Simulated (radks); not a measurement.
The numbers below are computed, except where a source is named.
All-electron atom: Tc4+ in [Kr] 4d2 4f1 (not the ground configuration).

Code: a radial shooting solver on a logarithmic mesh with Libxc functionals. Model: scalar-relativistic Kohn-Sham, PW91, spin-unpolarised, spherical densities, finite nucleus; Fermi nuclear charge, rms radius 4.4112 fm.

Energy parts (eV):
total: -116509.159
kinetic: 120307.274
electron-nucleus: -278697.754
Hartree: 45342.297
exchange-correlation: -3460.977

Orbitals (lengths in bohr, moments of r in powers of bohr; <r^-3> diverges for s and p1/2; r(90%) holds 90 % of the orbital's charge):
1s: occ. 2; eigenvalue (eV) -20926.06; <r> 0.03428; <1/r> 44.71; r(90%) 0.0614
2s: occ. 2; eigenvalue (eV) -3033.299; <r> 0.1496; <1/r> 10.09; r(90%) 0.231
2p: occ. 6; eigenvalue (eV) -2720.937; <r^-3> 2770; <r> 0.1303; <1/r> 9.795; r(90%) 0.212
3s: occ. 2; eigenvalue (eV) -573.1233; <r> 0.4152; <1/r> 3.482; r(90%) 0.613
3p: occ. 6; eigenvalue (eV) -470.5656; <r^-3> 469.1; <r> 0.4160; <1/r> 3.315; r(90%) 0.628
3d: occ. 10; eigenvalue (eV) -304.6097; <r^-3> 62.87; <r> 0.3983; <1/r> 3.086; r(90%) 0.635
4s: occ. 2; eigenvalue (eV) -124.8642; <r> 1.036; <1/r> 1.320; r(90%) 1.50
4p: occ. 6; eigenvalue (eV) -95.9302; <r^-3> 75.86; <r> 1.129; <1/r> 1.192; r(90%) 1.65
4d: occ. 2; eigenvalue (eV) -53.6824; <r^-3> 6.975; <r> 1.398; <1/r> 0.9382; r(90%) 2.12
5s: occ. 0; eigenvalue (eV) -40.4577; <r> 2.386; <1/r> 0.5523; r(90%) 3.39
5p: occ. 0; eigenvalue (eV) -32.7835; <r^-3> 14.57; <r> 2.702; <1/r> 0.4856; r(90%) 3.85
5d: occ. 0; eigenvalue (eV) -22.1202; <r^-3> 1.391; <r> 3.508; <1/r> 0.3775; r(90%) 5.04
4f: occ. 1; eigenvalue (eV) -20.6444; <r^-3> 0.2195; <r> 2.696; <1/r> 0.4549; r(90%) 4.23
5f: occ. 0; eigenvalue (eV) -12.4164; <r^-3> 0.1161; <r> 5.255; <1/r> 0.2690; r(90%) 7.70

The highest occupied level is 4f at -20.644 eV. The configuration is held as typed, so some empty levels lie below it. The density falls to 0.001 e/bohr^3 at r = 3.80 bohr. Summed over all electrons, <r^2> = 27.91 bohr^2, which gives a Langevin (diamagnetic) susceptibility term of -22.1 x 10^-6 cm^3/mol.
